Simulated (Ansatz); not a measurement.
Born–Oppenheimer molecular dynamics of F2HOSi (5 atoms, charge 0, multiplicity 2). It goes on from the last frame of an earlier run, with new velocities.

The calculation used Ansatz 0.2.0, UKS PBE0-D4/def2-SVP.

```
ensemble        : NVT, Langevin thermostat
time step       : 1 fs
steps asked     : 150
set temperature : 700 K
friction        : 0.05 /fs
seed            : 38744
```

First frame:

```xyz
5
Properties=species:S:1:pos:R:3
O -0.753 0.261 1.437
Si 0.044 -0.005 -0.009
F 0.830 -1.388 -0.132
F -1.013 -0.097 -1.184
H 1.006 1.103 -0.163
```

Task: What does the run give?

Result: All steps were run.

```
steps done                                               : 150
time covered                                             : 150 fs
mean temperature over the second half                    : 1096 K
spread of the potential energy over the second half      : 29.2 meV per atom
mean potential energy of the second half above the start : 65.6 meV per atom
```

The mean temperature of the second half is 57 % above the set value. A run of 0.15 ps of so small a system gives no equilibrium averages.

Task: What happens to the structure?

Result: The same pairs are bonded in the first frame and the last. Pairs count as bonded within 1.25 times the sum of covalent radii (0.12 Å more for H–H). The details hang on the random start.

Task: How do temperature and energy run in time?

Result: 
| time (fs) | T (K) | potential energy less start (eV) |
| --- | --- | --- |
| 0.0 | 560 | 0.000 |
| 7.0 | 665 | 0.183 |
| 14.0 | 509 | 0.132 |
| 21.0 | 735 | 0.145 |
| 28.0 | 499 | 0.239 |
| 35.0 | 300 | 0.152 |
| 42.0 | 439 | 0.076 |
| 49.0 | 1092 | 0.056 |
| 56.0 | 687 | 0.220 |
| 63.0 | 591 | 0.134 |
| 70.0 | 690 | 0.136 |
| 77.0 | 1184 | 0.436 |
| 84.0 | 1334 | 0.442 |
| 91.0 | 1097 | 0.362 |
| 98.0 | 1213 | 0.184 |
| 105.0 | 825 | 0.178 |
| 112.0 | 784 | 0.185 |
| 119.0 | 987 | 0.218 |
| 126.0 | 1075 | 0.656 |
| 133.0 | 1896 | 0.189 |
| 140.0 | 896 | 0.275 |
| 147.0 | 843 | 0.536 |

The run took 8.4 min on 1 thread of Intel(R) Xeon(R) 6975P-C (Granite Rapids), with other jobs on the host, peak memory 0.24 GiB.
